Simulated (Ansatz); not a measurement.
Geometry optimisation, Ansatz, RHF/def2-SVP.

input.yaml

```yaml
crystal:
  periodic: [false, false, false]
  atoms:
    - { symbol: Mg, position_ang: [-0.6962, -0.9861, -0.56] }
    - { symbol: Br, position_ang: [2.2134, -0.7147, 0.3114] }
    - { symbol: Cl, position_ang: [-1.6416, -1.864, -2.2506] }
    - { symbol: H, position_ang: [0.902, 0.7416, 0.6727] }
    - { symbol: O, position_ang: [-0.2949, 1.1293, 0.5393] }
    - { symbol: H, position_ang: [-0.4827, 1.6939, 1.2872] }
basis:
  gaussian: { orbitals: def2-SVP }
hamiltonian:
  xc: hf
relax:
  f_tol: 0.15
  max_steps: 25
  restrain:
    - { distance: [0, 4], at: 3.37, k: 30.0 }
    - { distance: [3, 1], at: 2.81, k: 30.0 }
    - { distance: [0, 1], at: 2.61, k: 30.0 }
    - { distance: [3, 4], at: 0.97, k: 30.0 }
```

Run as:

```bash
$ ansatz run input.yaml --threads 2 --pin off --max-ram 3072MiB --backend cpu --events-out ev --progress --plain --runs-dir out
```

**Question.** Where does it end, and by what steps?

**Answer.** The forces met the threshold. The restraints hold the end off the free minimum. After 7 steps the energy has fallen by 1.583 eV (the restraints' own energy left out); Mg1 moved furthest, 0.82 Å. Parted: Mg1–O5. Joined: H4–O5.

```
step  energy less start (eV)  largest force component (eV/Å)  accepted
   0                  0.0000                           4.234       yes
   1                 -0.6322                           4.335       yes
   2                 -1.0630                           3.303       yes
   3                 -1.3579                           2.060       yes
   4                 -1.5124                           1.353       yes
   5                 -1.4462                           2.050        no
   6                 -1.5620                           1.271       yes
   7                 -1.5834                           1.207       yes
```

```xyz
6
Properties=species:S:1:pos:R:3
Mg -0.141 -1.436 -0.971
Br 2.083 -1.155 0.273
Cl -1.876 -1.950 -2.216
H 0.692 1.232 0.806
O -0.208 1.509 0.638
H -0.550 1.801 1.471
```

Time of the run: 19 s on 2 threads of Arm Neoverse N1, on a shared host, peak memory 0.18 GiB.
